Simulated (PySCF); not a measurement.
F6Si2, SMILES F[Si](F)(F)[Si](F)(F)F.

Coordinates come from a PBE0-D3(BJ)/def2-SVP optimisation. The values are those of a single conformer.

Method: r2SCAN/def2-TZVP (PySCF).

The molecule is in vacuum.

Problem. Estimate the frontier levels, gap, dipole moment and polarisability. (An estimate is asked for; the answer gives what the named calculation found.)

Solution. 
| Item | Result |
|---|---|
| highest occupied level | -9.39 eV |
| lowest empty level | -1.68 eV |
| orbital gap | 7.70 eV |
| dipole moment | 0.00 D |
| quadrupole, principal values (traceless, Buckingham form, about the centre of nuclear charge) | -0.33, 0.16, 0.16 D·Å |
| mean static polarisability | 42.8 bohr³ (6.35 Å³) |
| polarisability, principal values | 40.9, 40.9, 46.7 bohr³ |
